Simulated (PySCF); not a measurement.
Trend along group 13: MC molecules

CCSD(T) with triple-zeta basis sets in PySCF, for the lowest determinant that a PBE0 search found; no spin–orbit coupling. De refers to high-spin ground-configuration atoms.

```
 M         basis  reference, frozen orbitals  state (unpaired electrons)  Re (Å)  ωe (cm⁻¹)  De (eV)
Al  x2c-TZVPPall                      UHF, 6         quartet (σ ↑, π ↑↑)   1.973        643     3.30
Ga  x2c-TZVPPall                     UHF, 10         quartet (σ ↑, π ↑↑)   2.000        555     3.08
In  x2c-TZVPPall                     UHF, 19         quartet (σ ↑, π ↑↑)   2.202        487     2.74
Tl    def2-TZVPP                      UHF, 5         quartet (σ ↑, π ↑↑)   2.282        438     2.56
```

**Question.** By what factor does the bond length vary along the series?

**Answer.** At CCSD(T) it runs from 1.973 Å (AlC) to 2.282 Å (TlC), a factor of 1.16.

The rows differ in basis set, which adds steps of its own.

Down a group the atoms grow and get heavier, so bonds lengthen and wavenumbers fall; this series shows no clear exception.

Correlated steps freeze the inner cores (5 to 19 orbitals); shallow outer-core shells are correlated. Spin–orbit coupling is left out, which matters for elements this heavy, above all for dissociation energies. The CCSD T1 diagnostic is raised in AlC, a sign that a single reference may not be enough there. States were picked by a PBE0 search and need not be the measured ground states.
